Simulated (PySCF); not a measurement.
Structure with atom numbers: `[CH3:1][O:2][c:3]1[n:4][n:5][cH:6][n:7][c:8]1[CH3:9]`; H(Xn) means a hydrogen on atom n.

Method: GFN2-xTB geometry, shielding tensors at PBE0/pcSseg-1 (GIAO), in PySCF (gas phase, relativity neglected, one conformer, averaged over atoms made equivalent by symmetry, fast rotation or ring inversion).

Predict the 2D correlation tables (HSQC, COSY, HMBC).

Answers



HSQC (one-bond C–H):
```
          δH          δC
9.48 (H(C6))  158.1 (C6)
4.42 (H(C1))   56.8 (C1)
2.61 (H(C9))   22.4 (C9)
```

HMBC (two and three bonds, from the bond graph):
```
          δH                      δC
9.48 (H(C6))              154.6 (C8)
4.42 (H(C1))              171.1 (C3)
2.61 (H(C9))  171.1 (C3), 154.6 (C8)
```

No COSY cross peaks are expected.

Shifts are taken against calculated references (same method and geometry level): 1H and 13C against TMS.

Shifts are as computed. Against solution values, carbons near 30 ppm lie about +3 ppm off and those near 130 ppm about +5 ppm. Of 1211 compounds with measured shifts, 218 miss one by over three times the rms of a fit or turn the order of signals round; such compounds aren't used in these exercises.
